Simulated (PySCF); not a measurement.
C5H7NO.
Structure used (PBE0-D3(BJ)/def2-SVP), in Å, numbered top down from 1:
```xyz
14
C5H7NO angstrom
C      2.945    0.460    0.132
C      1.604   -0.105    0.142
C      0.495   -0.596    0.157
C     -0.850   -1.153    0.183
C     -2.011   -0.153    0.120
N     -1.672    1.104   -0.243
O     -3.144   -0.510    0.354
H      3.262    0.723   -0.889
H      3.675   -0.259    0.534
H      3.000    1.371    0.748
H     -0.998   -1.846   -0.662
H     -1.016   -1.752    1.092
H     -0.702    1.364   -0.368
H     -2.399    1.805   -0.290
```

Theory: TDDFT CAM-B3LYP/def2-SVPD, vertical, gas phase, core orbitals frozen in the response (PySCF 2.14.0, density-fitted response routines).

Ground-to-excited transition dipoles (e·a0, same axes as the geometry; the sign carries no meaning), for the states with f of 0.002 or more among the lowest 6:

```json
{"state": "S3", "E (hartree)": "0.2472", "μx": "-0.168", "μy": "0.048", "μz": "-0.013"}
{"state": "S4", "E (hartree)": "0.2495", "μx": "0.117", "μy": "0.018", "μz": "0.075"}
{"state": "S5", "E (hartree)": "0.2506", "μx": "-0.055", "μy": "0.024", "μz": "0.141"}
{"state": "S6", "E (hartree)": "0.2547", "μx": "0.019", "μy": "-0.008", "μz": "0.118"}
```

(1) What oscillator strength does each state have?

Results:

(1) f = (2/3) ΔE |μ|² with ΔE in hartree (27.2114 eV).

| state | \|μ\|² (au) | \|μ\| (D) | f |
| --- | --- | --- | --- |
| S3 | 0.031 | 0.45 | 0.005 |
| S4 | 0.020 | 0.36 | 0.003 |
| S5 | 0.023 | 0.39 | 0.004 |
| S6 | 0.014 | 0.31 | 0.002 |

One conformer stands for the species.
